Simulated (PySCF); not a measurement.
A structure optimised at PBE0-D3(BJ)/def2-SVP, used in a PySCF frequency run:

```xyz
17

C     -1.3744    -1.8270     0.0760
C     -1.0768    -0.5355    -0.1415
Si    -2.1820     0.8017     0.5820
C      0.1326    -0.1107    -0.9269
Si     1.6612    -0.0429     0.1869
N      3.0060     0.5992    -0.7008
H     -2.2382    -2.1295     0.6753
H     -0.7639    -2.6363    -0.3446
H     -2.8050     1.5981    -0.5231
H     -1.3924     1.7573     1.4202
H     -3.2580     0.1827     1.4127
H      0.3596    -0.8181    -1.7423
H     -0.0057     0.8793    -1.3956
H      2.0436    -1.4284     0.5945
H      1.2852     0.7151     1.4280
H      2.9921     1.5651    -1.0099
H      3.9440     0.3362    -0.4194
```
Charge 0, spin multiplicity 1.

**Question.** Write its SMILES and formula.

**Answer.** C=C([SiH3])C[SiH2]N, C3H11NSi2

**Question.** What are its rotational constants (standard atomic weights)?

**Answer.** 4.1787, 1.0707, 0.94519 GHz
